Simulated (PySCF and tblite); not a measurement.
Values are calculated unless marked as measured or tabulated.
C₅H₃BrN₂O, numbered as in [O:1]=[CH:2][c:3]1[cH:4][n:5][n:6][c:7]([Br:8])[cH:9]1. The ensemble was built from 60 distance-geometry starts (ETKDG and KDG, MMFF94s, GFN2-xTB) and rests on GFN2-xTB geometries. Energies: B3LYP-D3(BJ)/pcSseg-1 (IEF-PCM, tetrahydrofuran), with GFN2-xTB thermal terms (modes under about 100 cm⁻¹ blended into free rotors). Symmetry numbers and mirror images are counted. Conformers within 2.5 kcal/mol (GFN2-xTB free energy) were kept, 2 at most. GIAO shieldings: B3LYP/pcSseg-1 (IEF-PCM, tetrahydrofuran). Shifts are against TMS (¹H), TMS (¹³C) at the same level. (PySCF 2.14, tblite 0.8.)

Torsions listed: O1–C2–C3–C4.

```tsv
conformer	shape	point group	mirror pair	ΔE(DFT)	Δ(G−E) at 350 K	δ C9 (ppm)
1	0°	Cs	no	0.00	0.00	142.9
2	180°	Cs	no	0.03	-0.05	135.7
```

Energies in kcal/mol; the thermal term leaves out symmetry numbers and mirror images.

Problem. Work out the weights at 350 K and the ¹³C shift of C9 under fast exchange.

Solution. RT = 0.696 kcal/mol. Each conformer gets RT ln(σ/g), with σ the rotational symmetry number and g = 2 for a mirror pair: 1: σ = 1, g = 1, G = 0.00 + 0.00 + 0.00 = 0.00, 0.02 above the lowest, exp(−ΔG/RT) = 0.965; 2: σ = 1, g = 1, G = 0.03 − 0.05 + 0.00 = -0.02, 0.00 above the lowest, exp(−ΔG/RT) = 1.000. The sum is 1.965, so the weights are 49.1, 50.9 %. The averaged shift is 139.3 ppm. At 298.15 K it is 139.3 ppm. At 298.15 K the leading conformer alone gives 135.7 ppm and bare DFT energies give 139.4 ppm.

Spin–orbit effects of the heavy atoms on shieldings are missing.
